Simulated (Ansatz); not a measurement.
```xyz
9

N    -0.0641    1.6845    0.1664
Si    0.3837    0.0760    0.3422
N     0.6787   -0.9009   -1.0950
C    -0.2863   -1.6026   -0.6320
O    -0.8667   -1.1162    0.5052
H     0.1425    2.3830    0.8588
H    -0.6377    2.0280   -0.5850
H     1.3382   -0.0135    1.4638
H    -0.6881   -2.5383   -1.0244
```

Charge 0, multiplicity 1.

List the r2SCAN/def2-TZVPP orbital energies in eV (the Gaussian-basis code of Ansatz). (Best estimate.)

The calculation gave: Occupied: -1792.17, -516.14, -385.49, -384.47, -275.88, -142.46, -97.36, -97.30, -97.30, -28.18, -22.95, -22.73, -15.95, -13.45, -13.05, -12.31, -11.28, -10.91, -9.70, -8.58, -7.47, -6.86, -6.45. Lowest empty: -1.01, 0.49, 0.74, 1.63, 2.03, 2.59, 3.06, 3.98.
